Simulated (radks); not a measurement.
Results of a calculation; reference values are marked as such.
Question: Valence configurations of Cr (all share [Ar]). Level of theory: scalar-relativistic Kohn-Sham, PBEsol, spin-polarised, spherical densities, point nucleus; open shells are filled with parallel spins first (a radial shooting solver on a logarithmic mesh with Libxc functionals). Order these by energy: 3d4 4s1 4p1; 3d6; 3d3.5 4s2 4p0.5; 3d5 4p1; 3d3.5 4s1 4p1.5; 3d4 4s0.5 4p1.5; 3d4 4s1.5 4p0.5; 3d4 4s2; 3d4.5 4s1 4p0.5; 3d5 4s1.

Answer: From the lowest, in eV above it: 3d5 4s1 0.000; 3d4.5 4s1 4p0.5 1.651; 3d4 4s2 2.034; 3d4 4s1.5 4p0.5 3.272; 3d5 4p1 3.383; 3d4 4s1 4p1 4.144; 3d6 4.469; 3d3.5 4s2 4p0.5 5.341; 3d4 4s0.5 4p1.5 6.135; 3d3.5 4s1 4p1.5 7.611. NIST lists [Ar] 3d5 4s1 as the ground configuration; this level of theory agrees among the configurations tried. The energies are those of spherical high-spin densities, not of single terms.
